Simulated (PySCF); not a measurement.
iminoborane (BH2N), SMILES N=B.

Geometry optimised at PBE0-D3(BJ)/def2-TZVPD.

Calculation: PBE/def2-TZVPD in PySCF.

Gas-phase values at a fixed geometry.

Task: Estimate the frontier levels, gap, dipole moment and polarisability. (An estimate is asked for; the answer gives what the named calculation found.)

Result: 
- highest occupied level = -7.27 eV
- lowest empty level = -0.33 eV
- orbital gap = 6.94 eV
- dipole moment = 0.018 e·Å
- quadrupole, principal values (traceless, Buckingham form, about the centre of nuclear charge) = -2.48, -2.48, 4.97 D·Å
- mean static polarisability = 23.6 bohr³ (3.50 Å³)
- polarisability, principal values = 20.0, 20.0, 30.9 bohr³
